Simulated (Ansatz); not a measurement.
`Cl[SiH2]O[SiH2]Cl` + `C/C=N/C` → `C/C=N\[SiH2]Cl` + `CO[SiH2]Cl`  (formal exchange of groups at the Si–O bond)

Computed with Ansatz on PBE0-D4/def2-TZVP structures; ΔE is electronic, products minus reactants. CCSD(T)/CBS adds triple-zeta CCSD(T) − MP2 to the extrapolated MP2 energy (def2 sets, frozen cores). Double bonds are as drawn, so ΔE can hold a change between cis and trans. DFT in def2-TZVPP. B3LYP here is the variant with VWN-RPA as its local correlation; programs differ in this. Each species was taken in one conformer, which may not be the lowest.

```json
{"level": "PBE-D4", "ΔE (kcal/mol)": "23.3", "difference from CCSD(T)/CBS": "-3.4"}
{"level": "PBE0-D4", "ΔE (kcal/mol)": "24.7", "difference from CCSD(T)/CBS": "-2.0"}
{"level": "B2PLYP", "ΔE (kcal/mol)": "25.9", "difference from CCSD(T)/CBS": "-0.8"}
{"level": "r2SCAN", "ΔE (kcal/mol)": "25.2", "difference from CCSD(T)/CBS": "-1.5"}
{"level": "B3LYP", "ΔE (kcal/mol)": "24.9", "difference from CCSD(T)/CBS": "-1.8"}
{"level": "HF/def2-TZVPP", "ΔE (kcal/mol)": "27.4", "difference from CCSD(T)/CBS": "0.7"}
{"level": "MP2/def2-TZVPP", "ΔE (kcal/mol)": "27.4", "difference from CCSD(T)/CBS": "0.7"}
{"level": "CCSD(T)/def2-TZVPP", "ΔE (kcal/mol)": "26.8", "difference from CCSD(T)/CBS": "0.1"}
{"level": "HF/def2-QZVPP", "ΔE (kcal/mol)": "27.7", "difference from CCSD(T)/CBS": "1.0"}
{"level": "SCS-MP2/def2-QZVPP", "ΔE (kcal/mol)": "27.4", "difference from CCSD(T)/CBS": "0.7"}
{"level": "CCSD(T)/CBS", "ΔE (kcal/mol)": "26.7", "difference from CCSD(T)/CBS": "0"}
```

Largest T1 diagnostic among the species: 0.012.

From PBE to PBE0 (25 % exact exchange), in def2-TZVPP and without D4, ΔE moves by +1.4 kcal/mol.
